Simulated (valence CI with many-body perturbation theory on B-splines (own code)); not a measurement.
E1 transitions of Cr2+

Calculated by configuration interaction combined with many-body perturbation theory (CI+MBPT): four valence electrons over a frozen Dirac-Fock core [Ar], radial functions for each j: 7 s, 7 p, 8 d, 6 f, 4 g, 1 h, with the one-electron correlation potential Σ1, the two-electron term Σ2, the three-electron term Σ3, Breit, model QED; selected CI, second order for the rest (own B-spline code, finite nucleus).

Against 67 measured levels this calculation errs by 1793 cm⁻¹ on average and by 4071 at most. These come from a selection out of Sugar and Corliss, J. Phys. Chem. Ref. Data 6, 317 (1977). Levels without a partner in it may be off by more, other configurations by 1,000 to 8,000 cm⁻¹. Among the levels kept, up to 440 cm⁻¹ of a level comes from second order outside the variational space, and about a tenth of that is noise between levels of different J, which matters for small intervals.

Lines 101 to 150 of 587 in falling wavelength, among levels below 155356 cm⁻¹, chosen from the strongest by gf and those to the six lowest levels. Wavelengths and rates use the calculated energies, so an error of 2000 cm⁻¹ moves a line at 2224 Å by 4.4 % and its rate by three times that or more. Electric multipoles are in the length gauge, E1 and E2 with the static RPA response of the core. Weak lines are less certain than strong ones. Lines between different terms over intervals too small for the method are left out, as are lines whose strength nearly cancels. Where a level lies close to another of its J and parity, the split of strength between their lines is uncertain.

Names give the largest LS component (configuration and term), which can be under half, so a name can repeat, a term be missing and a line seem to break the LS rules; names also repeat where a configuration has a term twice. Letters in brackets count levels of one name in rising energy.

```tsv
λ vac (Å)	Upper	Lower	A (s⁻¹)	S (a.u.) with core polarisation	S without
2224	3d3 4p 3G°_4 [b]	3d3 4s 3G_3	3.99e+07	1.95e+00	2.13e+00
2221	3d3 4p 3G°_5 [b]	3d3 4s 3G_4	4.54e+07	2.70e+00	2.95e+00
2221	3d3 4p 1G°_4 [c]	3d3 4s 1F_3	3.15e+08	1.53e+01	1.66e+01
2215	3d3 4p 3P°_2 [a]	3d3 4s 5P_2	8.05e+07	2.16e+00	2.36e+00
2213	3d3 4p 3P°_1 [a]	3d3 4s 5P_1	1.16e+08	1.87e+00	2.04e+00
2211	3d3 4p 3D°_1 [c]	3d3 4s 3P_0 [b]	9.20e+07	1.47e+00	1.60e+00
2210	3d3 4p 3I°_7	3d3 4s 3H_6	3.87e+08	3.09e+01	3.37e+01
2208	3d3 4p 3F°_2 [c]	3d3 4s 3P_1 [b]	1.32e+08	3.51e+00	3.81e+00
2205	3d3 4p 3D°_1 [c]	3d3 4s 3P_1 [b]	1.49e+08	2.36e+00	2.56e+00
2205	3d3 4p 1F°_3 [d]	3d3 4s 1D_2 [b]	3.58e+08	1.33e+01	1.44e+01
2204	3d3 4p 3S°_1 [a]	3d3 4s 3P_1 [b]	8.47e+07	1.34e+00	1.46e+00
2201	3d3 4p 3F°_2 [c]	3d3 4s 3P_2 [a]	4.53e+07	1.19e+00	1.30e+00
2198	3d3 4p 3S°_1 [a]	3d3 4s 3P_2 [a]	1.02e+08	1.60e+00	1.74e+00
2197	3d3 4p 3F°_4 [b]	3d3 4s 3G_5	1.73e+08	8.15e+00	8.88e+00
2196	3d3 4p 3D°_3 [c]	3d3 4s 3P_2 [a]	2.72e+08	9.94e+00	1.08e+01
2193	3d3 4p 1P°_1 [a]	3d3 4s 3P_0 [b]	8.72e+07	1.36e+00	1.48e+00
2190	3d3 4p 3D°_2 [d]	3d3 4s 3P_1 [b]	1.31e+08	3.41e+00	3.69e+00
2189	3d3 4p 5D°_3 [b]	3d3 4s 5P_3	1.03e+08	3.72e+00	4.06e+00
2188	3d3 4p 3F°_4 [b]	3d3 4s 3G_4	2.51e+07	1.17e+00	1.27e+00
2187	3d3 4p 3G°_3 [d]	3d3 4s 3F_2 [b]	3.61e+08	1.30e+01	1.42e+01
2185	3d3 4p 5D°_2 [b]	3d3 4s 5P_2	1.42e+08	3.65e+00	3.98e+00
2185	3d3 4p 5D°_0 [b]	3d3 4s 5P_1	2.21e+08	1.14e+00	1.24e+00
2182	3d3 4p 3D°_1 [a]	3d3 4s 5F_2	1.33e+08	2.05e+00	2.24e+00
2181	3d3 4p 3F°_3 [b]	3d3 4s 3G_4	2.38e+08	8.55e+00	9.32e+00
2180	3d3 4p 5D°_1 [b]	3d3 4s 5P_1	1.79e+08	2.74e+00	2.99e+00
2180	3d3 4p 3D°_2 [a]	3d3 4s 5F_3	2.18e+08	5.57e+00	6.08e+00
2179	3d3 4p 5D°_2 [b]	3d3 4s 5P_1	1.51e+08	3.85e+00	4.20e+00
2177	3d3 4p 5D°_3 [b]	3d3 4s 5P_2	2.87e+08	1.03e+01	1.12e+01
2176	3d3 4p 5D°_3 [a]	3d3 4s 5F_4	3.17e+08	1.13e+01	1.23e+01
2176	3d3 4p 3G°_4 [d]	3d3 4s 3F_3 [b]	3.74e+08	1.71e+01	1.86e+01
2175	3d3 4p 3F°_3 [b]	3d3 4s 3G_3	7.41e+07	2.63e+00	2.87e+00
2174	3d3 4p 3F°_2 [b]	3d3 4s 3G_3	3.29e+08	8.34e+00	9.09e+00
2173	3d3 4p 3F°_3 [c]	3d3 4s 3P_2 [a]	8.05e+07	2.85e+00	3.10e+00
2172	3d3 4p 5D°_4 [a]	3d3 4s 5F_5	4.07e+08	1.86e+01	2.03e+01
2172	3d3 4p 1F°_3 [c]	3d3 4s 1F_3	3.82e+08	1.35e+01	1.47e+01
2169	3d3 4p 5D°_4 [b]	3d3 4s 5P_3	3.98e+08	1.80e+01	1.97e+01
2165	3d3 4p 1G°_4 [a]	3d3 4s 3G_5	1.38e+08	6.24e+00	6.81e+00
2163	3d3 4p 3G°_5 [d]	3d3 4s 3F_4 [b]	3.89e+08	2.14e+01	2.33e+01
2163	3d3 4p 3F°_2 [e]	3d3 4s 3D_1 [b]	3.20e+08	8.00e+00	8.72e+00
2160	3d3 4p 3D°_2 [e]	3d3 4s 3D_2 [a]	2.30e+08	5.72e+00	6.24e+00
2158	3d3 4p 3D°_1 [d]	3d3 4s 3D_1 [a]	2.83e+08	4.22e+00	4.59e+00
2158	3d3 4p 3F°_3 [e]	3d3 4s 3D_2 [b]	3.61e+08	1.25e+01	1.37e+01
2154	3d3 4p 3D°_3 [d]	3d3 4s 3D_3 [a]	2.93e+08	1.01e+01	1.10e+01
2152	3d3 4p 5D°_1 [a]	3d3 4s 5F_2	1.22e+08	1.81e+00	1.97e+00
2152	3d3 4p 3D°_3 [d]	3d3 4s 3D_2 [a]	6.30e+07	2.17e+00	2.36e+00
2151	3d3 4p 5D°_0 [a]	3d3 4s 5F_1	4.25e+08	2.09e+00	2.28e+00
2147	3d3 4p 5F°_5	3d3 4s 5F_5	3.58e+08	1.92e+01	2.10e+01
2146	3d3 4p 5D°_1 [a]	3d3 4s 5F_1	3.00e+08	4.40e+00	4.80e+00
2146	3d3 4p 1F°_3 [a]	3d3 4s 3G_4	5.17e+07	1.76e+00	1.92e+00
2145	3d3 4p 3D°_2 [e]	3d3 4s 3D_1 [a]	5.98e+07	1.46e+00	1.59e+00
```
